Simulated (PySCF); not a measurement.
Calculated NMR data

- geometry from GFN2-xTB
- GIAO PBE0/pcSseg-1 shieldings
- program: PySCF 2.14.0 with density-fitted response routines
- fast rotation and ring inversion assumed for equivalent nuclei, single conformer, no relativistic terms, gas phase

Shifts are taken against calculated references (same method and geometry level): $^{1}$H and $^{13}$C against TMS. Where no couplings were computed, multiplicities follow the n + 1 count of equivalent neighbours, and m marks all less simple cases (inequivalent or close neighbours, rings, F or P nearby). Shifts are as computed. Against solution values, carbons near 30 ppm lie about +3 ppm off and those near 130 ppm about +5 ppm. Of 1211 compounds with measured shifts, 218 miss one by over three times the rms of a fit or turn the order of signals round; such compounds aren't used in these exercises. OH and NH positions are gas-phase values without hydrogen bonding to other molecules.

Compound 1 (C₄H₁₂N₂). $^{1}$H NMR (600 MHz, computed): δ 2.56 (br s, 2H), 1.93 (br s, 1H), 1.00 (s, 9H). $^{13}$C{$^{1}$H} NMR (computed): δ 54.6 (C), 27.9 (CH3). Structure: tert-butylhydrazine (CC(C)(C)NN).

Compound 2 (C₉H₁₀). $^{1}$H NMR (600 MHz, computed): δ 7.73 (d, 1H), 7.49 (m, 1H), 7.49 (m, 1H), 7.44 (m, 1H), 7.26 (m, 1H), 5.90 (m, 1H), 5.60 (m, 1H), 2.45 (s, 3H). $^{13}$C{$^{1}$H} NMR (computed): δ 145.0, 143.1, 140.5, 135.1, 133.9, 132.0, 131.8, 122.3, 23.1. Structure: `C=Cc1ccccc1C`.
